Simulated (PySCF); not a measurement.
**Spinor energies of Ar(8+) (argon, charge +8)**

Start: [Ne]. Calculated with PySCF 2.14 in an uncontracted even-tempered set (19 s from 0.19 bohr⁻², ratio 2.6; 12 p from 0.25 bohr⁻², ratio 2.6; 7 d from 0.26 bohr⁻², ratio 2.8; 3 f from 13 bohr⁻², ratio 2.8): generalised Hartree-Fock with the X2C-1e Hamiltonian and a Gaussian nucleus; spin-orbit coupling (SO) screened by Boettger's factors.

| spinor shell | electrons | ε, screened SO (eV) | weight of nominal j (screened SO) | rms radius, screened SO (bohr) |
| --- | --- | --- | --- | --- |
| 1s1/2 | 2 | -3414.9 | 1.000 | 0.0991 |
| 2s1/2 | 2 | -500.59 | 1.000 | 0.442 |
| 2p1/2 | 2 | -426.51 | 1.000 | 0.409 |
| 2p3/2 | 4 | -424.11 | 1.000 | 0.411 |

```
   quantity  screened SO
E (hartree)   -507.74510
        M_J            0
       ⟨J²⟩        0.000
       ⟨L²⟩        0.000
       ⟨S²⟩        0.000
```
